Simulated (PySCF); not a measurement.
HOPt, SMILES [OH][Pt] (connectivity only; charge and spin as stated), neutral, multiplicity 2.

The structure is a stationary point at B3LYP-D3(BJ)/def2-TZVPD. The multiplicity is an assumed one; other spin states were not compared. The def2 effective core potentials stand for the cores of Pt; spin–orbit coupling is left out.

These are B3LYP/def2-TZVPD in PySCF values and carry that method's errors.

Gas-phase values at a fixed geometry.

Computed frontier levels, dipole moment and polarisability:
* **α spin, highest occupied and lowest empty level**: -6.76 and -3.52 eV
* **β spin, highest occupied and lowest empty level**: -6.55 and -4.25 eV
* **dipole moment**: 0.400 e·Å
* **quadrupole, principal values (traceless, Buckingham form, about the centre of nuclear charge)**: -4.58, -2.67, 7.25 D·Å
* **mean static polarisability**: 46.0 bohr³ (6.82 Å³)
* **polarisability, principal values**: 41.0, 47.4, 49.7 bohr³
* **⟨S²⟩**: 0.764 (pure state 0.75)
